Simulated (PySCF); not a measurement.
## A ladder of Hamiltonians for Ir⁷³⁺ (iridium, charge +73)

Occupied: 1s1/2, 2s1/2. Hartree-Fock calculated with PySCF 2.14 in an uncontracted even-tempered set (18 s from 20 bohr⁻², ratio 2.3; 15 p from 24 bohr⁻², ratio 2.3), Gaussian nucleus throughout. NR is non-relativistic, sf-X2C the spin-free one-electron X2C Hamiltonian, X2C adds the bare one-electron spin-orbit term, X2C-SNSO screens it by Boettger's factors, DC is four-component Dirac-Coulomb, and the Gaunt and Breit terms are added at first order (total energies over the DC spinors, levels after relaxing the spinors in that mean field). QED terms are absent. Levels marked empty are virtual spinors of this ion.

| level (eV) | NR | sf-X2C | X2C | X2C-SNSO |
| --- | --- | --- | --- | --- |
| 1s1/2 | -78539.1 | -85704.2 | -85704.2 | -85704.2 |
| 2s1/2 | -19030.1 | -21232.1 | -21232.1 | -21232.1 |
| 2p1/2 (empty) | -18591.3 | -19398.5 | -20712.8 | -20671.7 |
| 2p3/2 (empty) | -18591.3 | -19398.5 | -18888.8 | -18901.2 |
| 3s1/2 (empty) | -8231.5 | -8974.0 | -8974.0 | -8974.0 |

Question: Where do the four-component calculations put these levels?

Answer: 1s1/2: DC -85806.8, DC+Gaunt -85606.8, DC+Breit -85609.2; 2s1/2: DC -21244.9, DC+Gaunt -21220.5, DC+Breit -21223.0; 2p1/2 (empty): DC -20686.7, DC+Gaunt -20642.1, DC+Breit -20647.9; 2p3/2 (empty): DC -18903.8, DC+Gaunt -18880.5, DC+Breit -18886.3; 3s1/2 (empty): DC -8977.4, DC+Gaunt -8970.7, DC+Breit -8971.7 (eV).

| Hamiltonian | E (hartree) | E − E(DC) (hartree) | CPU seconds |
| --- | --- | --- | --- |
| NR | -7290.5452 | 715.6286 | 0.52 |
| sf-X2C | -8001.8785 | 4.2953 | 0.32 |
| X2C | -8001.8785 | 4.2953 | 0.32 |
| X2C-SNSO | -8001.8785 | 4.2953 | 0.32 |
| DC | -8006.1738 | 0.0000 | 6.8 |
| DC+Gaunt | -7997.8247 | 8.3491 | 11 |
| DC+Breit | -7998.0096 | 8.1642 | 93 |

Weight of the small component: 1s1/2 0.0855, 2s1/2 0.0210, 2p1/2 0.0208, 2p3/2 0.0189, 3s1/2 0.00883.

Koopmans' value for the highest occupied level at DC+Breit: 21223.0 eV, against an ionisation energy of 21200 ± 90 eV (theoretical estimate listed by NIST; NIST Atomic Spectra Database, ionization energies); the former lacks relaxation, correlation, QED and recoil.

The whole ladder took 110 s of wall time on 1 thread of Neoverse-N1 (shared host), launched as `OMP_NUM_THREADS=1 python relrun2.py TASK.json OUT` (a driver that calls PySCF for each Hamiltonian).
